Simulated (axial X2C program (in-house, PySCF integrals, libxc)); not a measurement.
## Density and ELF of HfS

Computed with an in-house all-electron X2C program for linear molecules (integrals from PySCF). Two-component (2c) means X2C with spin–orbit coupling and atomic mean-field two-electron Coulomb and Gaunt terms. Basis: Hf dyall-cv3z [13s14p9d7f4g], S dyall-av3z [9s8p3d2f] (cores contracted in-house); Gaussian nuclei, density fitting, unrestricted open shells. Masses: Hf 179.947 u, S 31.972 u.

PBE0, 2c, state Ω = 0 (closed shell); Hf at z = 0, S at z = 2.153 Å.

The maps cover the half plane through the axis: z from -2.4 to 4.5 Å along the bond, ρ from 0.15 to 2.25 Å away from it (steps of 0.3 Å, the bottom row nearest the axis).

log10 of the density in e/bohr³:

digits 0 to 9 span -4.60 to 1.78 evenly
```
112222333322222222211000
122233333333333332221100
122333344333333333322110
222334444444444444332211
223334455544455554443221
223344566655555555543321
223345677765556665544321
223445789876567976554322
```

Electron localisation function (collinear form, no current term, damped to 0 at low density):

digits 0 to 9 span 0.00 to 1.00 evenly
```
013688887421111111000000
036788887521123332110000
246777765322345554421000
245543222112467776643100
233211122112678888765200
222101355422688788886410
221013543442671007987520
121025552543662772987520
```

The state is a single determinant with fixed occupations, the lowest that a limited PBE0 search found.
